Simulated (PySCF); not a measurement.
Cl3SW, doublet, at a GFN2-xTB geometry (such geometries of metal compounds can be far from the true shape) (the multiplicity is a formal guess) (core potentials on W). Base run: SVWN5/def2-SVP run with PySCF.

Here is a job for PySCF.
```python
from pyscf import gto, scf, dft

mol = gto.Mole()
mol.atom = '''
    W     0.120702    0.003242    0.055593
    S     1.589029   -0.872909   -1.276423
    Cl    0.642419    0.789468    1.989699
    Cl   -1.064142    1.470051   -1.181276
    Cl   -1.599243   -1.452069    0.150926
'''
mol.basis = 'def2-svp'
mol.ecp = {'W': 'def2-svp'}
mol.charge = 0
mol.spin = 1
mol.verbose = 3
mol.build()

mf = dft.UKS(mol)
mf.xc = 'lda,vwn'
mf.kernel()
mf.analyze()
```

Variants of this job, named by their change:

```json
[
 {"change": "base", "ΔE vs base (mEh)": "0.000", "outcome": "converged"},
 {"change": "auxbasis = even-tempered beta=3.0", "ΔE vs base (mEh)": "-21.664", "outcome": "converged"},
 {"change": "auxbasis = cc-pvdz-jkfit", "ΔE vs base (mEh)": "-", "outcome": "stopped with an error"},
 {"change": "auxbasis = cc-pvqz-jkfit", "ΔE vs base (mEh)": "-", "outcome": "stopped with an error"},
 {"change": "auxbasis = autoaux", "ΔE vs base (mEh)": "-0.037", "outcome": "converged"},
 {"change": "auxbasis = cc-pvtz-jkfit", "ΔE vs base (mEh)": "-", "outcome": "stopped with an error"},
 {"change": "auxbasis = default (with mf = mf.density_fit())", "ΔE vs base (mEh)": "-0.293", "outcome": "converged"},
 {"change": "auxbasis = def2-tzvp-ri", "ΔE vs base (mEh)": "-", "outcome": "stopped with an error"},
 {"change": "auxbasis = cc-pvtz-ri", "ΔE vs base (mEh)": "-", "outcome": "stopped with an error"},
 {"change": "auxbasis = def2-svp-ri", "ΔE vs base (mEh)": "-", "outcome": "stopped with an error"}
]
```

A fitting set is made for a task (jfit for Coulomb, jkfit for Coulomb and exchange, ri for correlation) and for a family of orbital bases.

Open shells are given as the SCF converged; they aren't shown to be the lowest states, and a large step between rows can be another state.

- auxbasis = cc-pvdz-jkfit: ended with `pyscf.lib.exceptions.BasisNotFoundError: Basis set not found for W in cc-pvdz-jkfit`
- auxbasis = cc-pvqz-jkfit: ended with `pyscf.lib.exceptions.BasisNotFoundError: Basis set not found for W in cc-pvqz-jkfit`
- auxbasis = cc-pvtz-jkfit: ended with `pyscf.lib.exceptions.BasisNotFoundError: Basis set not found for W in cc-pvtz-jkfit`
